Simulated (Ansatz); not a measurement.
Z-matrix (Å, degrees):
```
C
Sb 1 2.162
H 1 1.088 2 111.0
H 1 1.090 2 108.7 3 120.8
H 1 1.090 2 108.7 3 -120.8
H 2 1.711 1 94.2 3 -45.5
H 2 1.711 1 94.2 3 46.1
```

Total charge 0; spin multiplicity 1. Sb takes the def2 core potential.

Problem. List the PBE/def2-TZVPP orbital energies in eV (Ansatz). (Best estimate.)

Solution. Ansatz gave: Occupied: -268.95, -149.27, -102.17, -102.16, -102.03, -32.55, -32.53, -32.43, -32.42, -32.36, -17.27, -13.59, -10.03, -9.99, -7.94, -7.67, -6.03. Lowest empty: -0.95, -0.60, 0.31, 1.52, 2.00, 2.01, 3.08, 3.21.
